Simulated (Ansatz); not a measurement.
`B[CH2][SnH3]` and `BCO` differ in one atom or group.

Ansatz, PBE0-D4/def2-TZVP geometries, multiplicity 1. Each molecule was computed in one conformer, which needn't be the lowest. `BCO` holds a close contact that its SMILES doesn't draw: O···B 1.68 Å.

Elements past krypton have def2 core potentials.

```tsv
property	`B[CH2][SnH3]`
HOMO–LUMO gap (PBE/def2-TZVPP) / eV	5.39
size of the dipole moment (PBE/def2-TZVPP) / D	1.43
LUMO energy (ωB97M-V/def2-TZVPP) / eV	0.84
LUMO energy (PBE0/def2-TZVPP) / eV	-0.96
HOMO energy (PBE0/def2-TZVPP) / eV	-8.38
size of the dipole moment (ωB97M-V/def2-TZVPP) / D	1.32
```

What does the change do to each property? (An estimate is asked.)

The calculation gave: 
```tsv
property	`BCO`	shift
HOMO–LUMO gap (PBE/def2-TZVPP) / eV	6.07	0.68
size of the dipole moment (PBE/def2-TZVPP) / D	2.66	1.23
LUMO energy (ωB97M-V/def2-TZVPP) / eV	1.66	0.82
LUMO energy (PBE0/def2-TZVPP) / eV	0.11	1.07
HOMO energy (PBE0/def2-TZVPP) / eV	-8.33	0.05
size of the dipole moment (ωB97M-V/def2-TZVPP) / D	2.61	1.29
```

With PBE0 the HOMO rises by 0.05 eV and the LUMO rises by 1.07 eV, so the gap widens by about 1.02 eV. PBE moves the HOMO by 0.34 eV and ωB97M-V by -0.20 eV. The zero-point energy changes by -10.1 kJ/mol with -6 modes. Dipoles are sizes alone; their direction can turn.
